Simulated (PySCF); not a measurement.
The numbers are results of PBE-D3(BJ)/def2-TZVP // CAM-B3LYP-D3(BJ)/def2-TZVP (PySCF), not measurements. All species are isolated molecules in the gas phase. Excitations are Tamm–Dancoff values on a coarser integration grid. The basis has no diffuse functions, so Rydberg states are missing or too high.

Reference species (SMILES): `[F][In]([F])[F]` (neutral, multiplicity 1).

```yaml
S1 excitation (TDA): 5.11 eV
HOMO: -9.18 eV
LUMO: -4.35 eV
dipole_moment: 0.00 D
```

Changed species: `[F][InH][F]` (1 of 3 F replaced by H; the reference has 0 of 3 F replaced by H).

### Question
Give the shifts of the S1 excitation (TDA), HOMO, LUMO and dipole moment.

### Answer
the S1 excitation (TDA) increases by 0.70 eV, to 5.81 eV; the HOMO rises by 0.95 eV, to -8.23 eV; the LUMO rises by 1.58 eV, to -2.77 eV; the dipole moment rises by 3.32 D, to 3.32 D.
